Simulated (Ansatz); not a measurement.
Relaxation of Cl2H5NOSi (10 atoms, charge 0, multiplicity 1), to a largest force component of 0.03 eV/Å in at most 50 steps.

The calculation used RKS B3LYP/def2-SVP in Ansatz.

```xyz
10
Properties=species:S:1:pos:R:3
Si 0.530 -0.374 -0.261
O -0.669 -0.043 2.343
H -1.439 -0.621 2.235
Cl 1.527 -0.314 -2.100
H 0.523 1.013 0.227
Cl -1.353 -1.163 -0.631
N 1.337 -1.554 0.812
H 1.083 -2.528 0.642
H 2.355 -1.480 0.831
H 0.071 -0.685 2.465
```

**Question.** Where does it end, and by what steps?

**Answer.** It converged. After 11 steps the energy has fallen by 0.101 eV; H9 moved furthest, 0.37 Å.

```json
{"step": "0", "energy less start (eV)": "0.0000", "largest force component (eV/Å)": "0.804", "accepted": "yes"}
{"step": "1", "energy less start (eV)": "0.0136", "largest force component (eV/Å)": "2.114", "accepted": "no"}
{"step": "2", "energy less start (eV)": "-0.0429", "largest force component (eV/Å)": "0.828", "accepted": "yes"}
{"step": "3", "energy less start (eV)": "-0.0679", "largest force component (eV/Å)": "0.610", "accepted": "yes"}
{"step": "4", "energy less start (eV)": "-0.0627", "largest force component (eV/Å)": "1.152", "accepted": "no"}
{"step": "5", "energy less start (eV)": "-0.0857", "largest force component (eV/Å)": "0.350", "accepted": "yes"}
{"step": "6", "energy less start (eV)": "-0.0965", "largest force component (eV/Å)": "0.111", "accepted": "yes"}
{"step": "7", "energy less start (eV)": "-0.0922", "largest force component (eV/Å)": "0.285", "accepted": "no"}
{"step": "8", "energy less start (eV)": "-0.0996", "largest force component (eV/Å)": "0.045", "accepted": "yes"}
{"step": "9", "energy less start (eV)": "-0.1004", "largest force component (eV/Å)": "0.116", "accepted": "yes"}
{"step": "10", "energy less start (eV)": "-0.0991", "largest force component (eV/Å)": "0.277", "accepted": "no"}
{"step": "11", "energy less start (eV)": "-0.1014", "largest force component (eV/Å)": "0.028", "accepted": "yes"}
```

```xyz
10
Properties=species:S:1:pos:R:3
Si 0.571 -0.405 -0.378
O -0.623 -0.180 2.652
H -1.462 -0.537 2.328
Cl 1.521 -0.432 -2.231
H 0.621 0.978 0.119
Cl -1.370 -1.064 -0.681
N 1.275 -1.500 0.763
H 1.197 -2.497 0.568
H 2.211 -1.282 1.102
H 0.023 -0.829 2.319
```

Run time: 39 s on 2 threads of Arm Neoverse V1 (shared host), peak memory 0.24 GiB.
